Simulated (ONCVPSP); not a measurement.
**Configuration tests for praseodymium (ONCV)**

```json
{
 "Element": "Pr",
 "Generator": "ONCVPSP 4.0.1",
 "Type": "optimised norm-conserving Vanderbilt (ONCV)",
 "Functional": "PBE",
 "Relativity": "scalar-relativistic",
 "Frozen core": "[Kr] 4d10 4f2",
 "Valence charge": "11",
 "Reference configuration": "5s2 5p6 5d1.5 6s1.5",
 "Partial waves": "5s+6s: rc 2.85 bohr, ncon 4, nbas 8, qcut 3.5 1/bohr, 3 projectors, debl 0.8 Ha; 5p: rc 2.85 bohr, ncon 4, nbas 8, qcut 5.9 1/bohr, local; 5d: rc 3.10 bohr, ncon 3, nbas 7, qcut 3.9 1/bohr, 1 projector",
 "Local potential": "the p channel",
 "Core correction": "Teter function, fcfact 6, rcfact 1.1"
}
```

Energies are relative to the spin-unpolarised reference configuration 5s2 5p6 5d1.5 6s1.5; without spin polarisation the order of configurations can differ from experiment.

```csv
valence configuration,charge,ΔE all-electron (eV),error AE − PS (meV)
5s2 5p6 5d1 6s1,+1,5.711,-1.8
5s2 5p6 5d1 6s0,+2,16.972,-4.5
5s2 5p6 5d1 6s0 6p2,0,4.687,+351
```

**Question.** What are ΔE and the potential's error for 5s2 5p6 5d1 6s2?

**Answer.** ΔE = -0.458 eV all-electron; the error (AE − PS) is 0.0 meV.

Levels in the configuration 5s2 5p6 5d1 6s0 6p2:

| level | all-electron (eV) | pseudo (eV) |
| --- | --- | --- |
| 5s | -44.419 | -44.013 |
| 5p | -26.188 | -25.799 |
| 5d | -4.755 | -4.458 |
| 6p | -2.322 | -2.354 |
